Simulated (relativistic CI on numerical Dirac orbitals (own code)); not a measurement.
# Slater and spin-orbit integrals, Ce3+

Computed by Dirac-Coulomb-Breit CI, separate exchange-only KLI orbitals for each configuration, a model potential for QED, valence Slater integrals scaled by 0.85, P86 correlation energy added to each configuration (own radial code, finite nucleus).

Slater integrals F^k, G^k are unscaled and averaged over j, outside the closed core [Kr] 4d10 5s2; ζ comes from projecting the Hamiltonian with its Breit term on Σ l·s of the shell.

- 4f5p⁶: ζ(4f) = 607.78 cm⁻¹; <r>(4f) = 1.068, <r^2>(4f) = 1.467 (bohr units).
- 5p⁶5d: ζ(5d) = 865.99 cm⁻¹; <r>(5d) = 2.26, <r^2>(5d) = 5.811 (bohr units).
- 4f5p⁵5d: ζ(4f) = 612.62, F^2(4f,5p) = 51031, G^2(4f,5p) = 29429, G^4(4f,5p) = 22377, ζ(5p) = 15403, F^2(4f,5d) = 31480, F^4(4f,5d) = 16450, G^1(4f,5d) = 17066, G^3(4f,5d) = 13564, G^5(4f,5d) = 10292, F^2(5p,5d) = 47955, G^1(5p,5d) = 56298, G^3(5p,5d) = 35150, ζ(5d) = 807.21 cm⁻¹; <r>(4f) = 1.048, <r^2>(4f) = 1.404, <r>(5p) = 1.711, <r^2>(5p) = 3.296, <r>(5d) = 2.319, <r^2>(5d) = 6.12 (bohr units).

In this model ζ of a weakly bound d, f or g electron outside closed shells comes out too small, for d by up to a factor of two or three and at times with the wrong sign; that of an outer p electron is too small as well.

Correlation outside the listed configurations is missing or only estimated: errors of thousands of cm⁻¹ between configurations and terms are usual at this charge. Rates and lifetimes follow the computed energies and can be off by large factors. The fine structure of a lone outer electron comes out too small, for d and f at times inverted, and misplaced configurations move strength between like terms. 10 of the 12 excited levels that our extract of the measured tables holds in this range could be paired (the sources list more); they are missed by 2036 cm⁻¹ on average and 4689 at most, and levels without a partner can miss by more.

Averages of the first 10 configurations, taken without configuration mixing, which lowers the lowest level and can move excited configurations by several eV; other configurations of the list can lie among them:

```tsv
Configuration	Parity	States	Average energy above the lowest level (eV)
4f5p⁶	odd	14	0.2
5p⁶5d	even	10	6.1
5p⁶6s	even	2	10.8
4f5p⁵5d	even	840	23.2
5p⁶6p	odd	6	15.5
5p⁶6d	even	10	21.8
4f²5p⁵	odd	546	20.7
5p⁶7s	even	2	22.5
5p⁶7p	odd	6	24.5
5p⁶5f	odd	14	22.9
```
